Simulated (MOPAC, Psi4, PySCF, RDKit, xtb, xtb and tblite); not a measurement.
Torsional profile of SMILES c1csc(/C=C\F)c1 (C₆H₅FS), singlet. Scanned: dihedral C2–C3–C4–S8; all other coordinates were relaxed at GFN2-xTB. Points at φ and −φ are mirror images.

Geometry of the scan point at -120° (Å):
```
13

F      2.1313     1.5449     0.0642
C      2.4147     0.3611    -0.4997
C      1.4847    -0.5460    -0.7640
C      0.0868    -0.4160    -0.3906
C     -0.7737     0.6093    -0.6503
C     -2.0373     0.4382    -0.0450
C     -2.1134    -0.6981     0.6919
S     -0.6478    -1.5948     0.6580
H      3.4631     0.2709    -0.7415
H      1.8057    -1.4924    -1.1744
H     -0.5144     1.4484    -1.2704
H     -2.8487     1.1356    -0.1518
H     -2.9404    -1.0710     1.2628
```

Levels: GFN2-xTB (xtb and tblite); MMFF94 // GFN2-xTB (RDKit); PBE0/def2-SVP // GFN2-xTB (Psi4); PBE0-D3(BJ)/def2-SVP // GFN2-xTB (Psi4); PBE/def2-SVP // GFN2-xTB (Psi4); PBE-D3(BJ)/def2-SVP // GFN2-xTB (Psi4); MP2/cc-pVTZ = DF-MP2 (frozen core)/cc-pVTZ // GFN2-xTB run with Psi4; HF/cc-pVTZ // GFN2-xTB (Psi4); UFF // GFN2-xTB (RDKit); PM6, restricted, heats of formation // GFN2-xTB (MOPAC); GFN1-xTB // GFN2-xTB (xtb); RKS-B3LYP/6-31G* = restricted B3LYP/6-31G*, spherical d, density fitting // GFN2-xTB in PySCF; RKS-B3LYP/6-311+G** = restricted B3LYP/6-311+G**, spherical d, density fitting // GFN2-xTB in PySCF 2.14.0; RKS-B3LYP/3-21G = restricted B3LYP/3-21G // GFN2-xTB in PySCF; RKS-LDA (SVWN5)/6-31G* = restricted LDA (SVWN5)/6-31G*, spherical d, density fitting // GFN2-xTB run with PySCF.

Least-squares fit of E(φ) = a0 + Σ (a_n cos nφ + b_n sin nφ), n = 1 to 4, to the 12 scan points, in kJ/mol above the lowest point of each profile (levels whose profile four harmonics don't fit are not listed):

```csv
method,a0,a1,b1,a2,b2,a3,b3,a4,b4,rms of fit
GFN2-xTB,11.64,1.75,0.00,-11.14,0.00,-0.50,0.00,0.77,0.00,0.13
MMFF94,14.60,7.04,0.00,-8.15,0.00,0.79,0.00,1.41,0.00,0.13
PBE0/def2-SVP,12.25,-0.20,0.00,-11.66,0.00,-0.47,0.00,0.21,0.00,0.09
PBE0-D3(BJ)/def2-SVP,12.40,-0.28,0.00,-11.69,0.00,-0.52,0.00,0.23,0.00,0.09
PBE/def2-SVP,13.88,-0.22,0.00,-13.47,0.00,-0.44,0.00,0.41,0.00,0.09
PBE-D3(BJ)/def2-SVP,14.09,-0.30,0.00,-13.57,0.00,-0.51,0.00,0.45,0.00,0.10
MP2/cc-pVTZ,10.38,-0.83,0.00,-9.03,0.00,-0.50,0.00,0.03,0.00,0.13
HF/cc-pVTZ,6.30,0.42,0.00,-5.69,0.00,-0.50,0.00,-0.57,0.00,0.24
UFF,13.18,-2.41,0.00,-13.34,0.00,-0.21,0.00,3.17,0.00,0.37
PM6,5.26,-2.03,0.00,-2.24,0.00,-0.64,0.00,-0.20,0.00,0.16
GFN1-xTB,11.11,0.08,0.00,-11.18,0.00,-0.46,0.00,0.63,0.00,0.11
RKS-B3LYP/6-31G*,13.56,-1.11,0.00,-11.97,0.00,-0.54,0.00,0.13,0.00,0.10
RKS-B3LYP/6-311+G**,10.38,-0.06,0.00,-9.90,0.00,-0.38,0.00,-0.07,0.00,0.09
RKS-B3LYP/3-21G,17.96,-1.11,0.00,-15.38,0.00,-0.66,0.00,-0.93,0.00,0.27
RKS-LDA (SVWN5)/6-31G*,18.58,-2.33,0.00,-15.62,0.00,-0.78,0.00,0.31,0.00,0.10
```
